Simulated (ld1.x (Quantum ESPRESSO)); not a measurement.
# promethium (Pm), TM: configuration errors across variants

ld1.x (Quantum ESPRESSO) 7.5 input, shortened:

```
&input
   title='Pm', zed=61., rel=1, dft='PBE', iswitch=3,
   config='[Xe] 4f4 5d1 6s0 6p0'
 /
 &inputp
   pseudotype=2, tm=.true., lloc=2,
   nlcc=.false.
 /
3
6S  1  0   0.00   0.00  3.30  3.30  0.0
6P  2  1   0.00   0.00  3.15  3.15  0.0
5D  3  2   1.00   0.00  3.20  3.20  0.0
 &test
   configts(1)='5d1 6s0 6p0'
 /
```

All-electron excitation energies from the reference (eV): (1) 5d1 6s2 6p0 -17.963; (2) 5d1 6s1 6p0 -11.603; (3) 5d1 6s1.5 6p0 -15.403; (4) 5d0 6s2 6p1 -15.853; (5) 5d2 6s1 6p0 -16.667; (6) 5d0 6s2 6p0 -11.672.

Tests that are not counted but printed errors over 1 eV. “base”: 5d1 6s0 6p1 (solver errors, printed error -2.1 eV). “wave 6p (bound): rc 3.15 bohr becomes 6p (bound): rc 2.04 bohr”: 5d1 6s0 6p1 (solver errors, printed error -2.1 eV); 5d0 6s2 6p1 (solver errors, printed error -1.1 eV). “wave 6p (bound): rc 3.15 bohr becomes 6p (bound): rc 2.44 bohr”: 5d1 6s0 6p1 (solver errors, printed error -10.3 eV); 5d0 6s2 6p1 (solver errors, printed error -1.1 eV). “wave 6p (bound): rc 3.15 bohr becomes 6p (bound): rc 3.26 bohr”: 5d1 6s0 6p1 (solver errors, printed error -2.1 eV). “wave 6p (bound): rc 3.15 bohr becomes 6p (bound): rc 3.76 bohr”: 5d1 6s0 6p1 (solver errors, printed error -2.1 eV).

A true bound ghost makes a file unfit for plane-wave use even where its test errors are small: the radial tests pick states by their node count and pass the ghost by. Where a test does run into it, the solver fails or the error is huge.

Errors AE − PS in meV (a dash: test not solved or not reliable):

```csv
change,(1),(2),(3),(4),(5),(6),bound ghosts
base,+711,+317,+531,-1631,+512,+867,"s, p"
wave 6p (bound): rc 3.15 bohr becomes 6p (bound): rc 2.04 bohr,+711,+317,+531,–,+512,+867,"p, s"
wave 6p (bound): rc 3.15 bohr becomes 6p (bound): rc 2.44 bohr,+711,+317,+531,–,+512,+867,"p, s"
wave 6p (bound): rc 3.15 bohr becomes 6p (bound): rc 3.26 bohr,+711,+317,+531,–,+512,+867,"s, p"
wave 6p (bound): rc 3.15 bohr becomes 6p (bound): rc 3.76 bohr,+711,+317,+531,–,+512,+867,"s, p"
wave 6p (bound): rc 3.15 bohr becomes 6p (bound): rc 4.28 bohr,+711,+317,+531,–,+512,+867,"s, p"
wave 6p (bound): rc 3.15 bohr becomes 6p (bound): rc 4.60 bohr,+711,+317,+531,–,+512,+867,"s, p"
```

Problem. Give the same row for: wave 6p (bound): rc 3.15 bohr becomes 6p (bound): rc 2.92 bohr.

Solution. +711, +317, +531, -1628, +512, +867; bound ghosts: s, p. Not counted: 5d1 6s0 6p1 (pseudo-atom not self-consistent, printed error -1.6 eV).
